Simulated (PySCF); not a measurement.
# Computed properties of H₂OSe₂, SMILES O[Se][SeH]

Se(OH)(SeH) (H2OSe2), SMILES O[Se][SeH]. Geometry optimised at TPSSh-D3(BJ)/def2-SVP. Other conformers were not sampled. All values are computed for the isolated molecule unless a solvent is named; none is compared with measurement here.

**Structure.** All 9 harmonic modes at TPSSh-D3(BJ)/def2-SVP (PySCF) are real, so it is a minimum. With heavy atoms numbered as in [Se:1]([OH:2])[SeH:4], the shortest bond between them is Se1–O2 at 1.822 Å and the longest Se1–Se4 at 2.322 Å.

**Vibrations.** The strongest infrared lines (harmonic, unscaled, degenerate partners summed) lie at 409 cm⁻¹ (97 km/mol, H 91 %, O 9 %), 3735 cm⁻¹ (78 km/mol, H 94 %), 629 cm⁻¹ (74 km/mol, O 82 %, Se 17 %). The softest mode is at 178 cm⁻¹ and the zero-point energy is 14.0 kcal/mol.

**Electronic structure.** HF/def2-TZVPD (PySCF) places the frontier levels at -9.79 and 0.94 eV, a gap of 10.73 eV, and gives a dipole moment of 0.95 D and a mean polarisability of 62.2 bohr³.

**Excitations.** TDDFT-CAM-B3LYP/def2-SVPD (PySCF) has S1 at 3.96 eV (313 nm, f = 0.004, weak); the most intense of the 10 singlets computed lies at 6.82 eV (f = 0.26). T1 (TDA) is at 3.24 eV. No vertical singlet excitation falls in the visible range (under 3.1 eV).

**NMR.** GIAO shifts at HF/pcSseg-2 (PySCF) (non-relativistic, atoms alike by connectivity averaged): ¹H from 3.3 to 5.2 ppm against TMS.
